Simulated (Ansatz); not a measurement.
```xyz
12

Si    1.077    1.395   -0.405
C    -0.508    0.382   -0.571
C    -0.326   -1.005   -0.062
C    -0.862   -1.454    1.063
Cl   -0.601   -3.047    1.662
H     2.197    0.691   -1.085
H     1.416    1.566    1.031
H     0.898    2.733   -1.031
H    -0.789    0.369   -1.630
H    -1.307    0.899   -0.031
H     0.312   -1.671   -0.638
H    -1.507   -0.858    1.697
```

Total charge 0; spin multiplicity 1.

Q: List the ωB97M-V/def2-TZVPP orbital energies in eV (the Gaussian-basis code of Ansatz). (Estimate.)

A: Ansatz gave: Occupied: -2772.06, -1806.95, -282.94, -282.06, -281.70, -262.42, -199.96, -199.75, -199.74, -148.05, -102.15, -102.15, -102.15, -27.18, -24.86, -21.85, -18.76, -17.56, -15.84, -15.52, -13.98, -13.13, -12.89, -12.02, -11.94, -11.89, -11.13, -9.13. Lowest empty: 1.79, 2.02, 2.90, 3.03, 3.41, 3.52, 3.77, 4.07.
